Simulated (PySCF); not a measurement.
Compound: C7H15 (doublet state).
Numbering: `[CH2:1][CH2:2][C@@H:3]([CH3:4])[CH:5]([CH3:6])[CH3:7]` (hydrogens: H8, H9 on C1; H10, H11 on C2; H12 on C3; H13, H14, H15 on C4; H16 on C5; H17, H18, H19 on C6; H20, H21, H22 on C7)

Geometry (GFN2-xTB, Å), atoms numbered from 1 in this order:
```
atom  x, y, z in Å
C1    -2.2652   -1.3991   -0.4916
C2    -0.9597   -1.0657    0.0951
C3    -0.4294    0.3047   -0.3987
C4    -1.3038    1.4197    0.1712
C5     1.0611    0.5325   -0.0820
C6     1.9620   -0.3130   -0.9820
C7     1.4155    0.2867    1.3832
H8    -2.3631   -1.4986   -1.5562
H9    -3.1491   -1.4790    0.1091
H10   -1.0260   -1.0562    1.1829
H11   -0.2221   -1.8217   -0.2013
H12   -0.5340    0.3221   -1.4895
H13   -0.9699    2.3921   -0.1852
H14   -2.3365    1.2737   -0.1380
H15   -1.2737    1.4238    1.2582
H16    1.2673    1.5871   -0.3049
H17    1.8393   -1.3736   -0.7736
H18    3.0059   -0.0572   -0.8138
H19    1.7324   -0.1407   -2.0315
H20    1.3136   -0.7657    1.6363
H21    0.7779    0.8681    2.0439
H22    2.4471    0.5795    1.5677
```

The hyperfine couplings belong to this conformer and change with its torsions.

Method: UKS B3LYP, pcH-1 on C H, non-relativistic, mean-field spin-orbit, GIAO in PySCF. One conformer (not necessarily the lowest) at the GFN2-xTB geometry, without solvent, vibrations or thermal averaging. A GFN2-xTB geometry isn't a minimum of the functional, and hyperfine couplings can be far from their values at a DFT geometry. The SCF solution wasn't tested for stability.

(1) Match the computed a_iso(13C) values +89.2, +59.9, -33.0 MHz with the sites C1; C2; C3.

Answers

(1) 
```tsv
site	a_iso (MHz)	ρ(0) (bohr⁻³)	position	distance from C1 (Å)	spin population	largest |T| (MHz)
C1	+89.2	+0.0794	largest spin population	0.00	+1.08	161.6
C2	-33.0	-0.0293	1 bond from C1	1.47	-0.09	2.5
C3	+59.9	+0.0533	2 bonds from C1	2.51	+0.05	11.4
```

ρ(0) is the spin density at the nucleus and T the dipolar tensor; entries for several nuclei are means. The Mulliken spin populations are largest on C1 (+1.08) and C2 (-0.09). No atom but C1 exceeds +0.15. The angles at C1 add up to 359.9°, so it is planar; its axial dipolar tensor and the negative couplings of its protons fit spin in a p orbital normal to that plane.

The spin density at the nucleus, in bohr⁻³, is negative for C2 (-0.0293) and H8/H9 (-0.0142), for instance. A restricted open-shell determinant has no negative spin density anywhere; here it arises because α and β orbitals differ (spin polarisation).

Class means assume fast exchange of nuclei equivalent by connectivity; if that motion is slow, each nucleus keeps its own coupling.
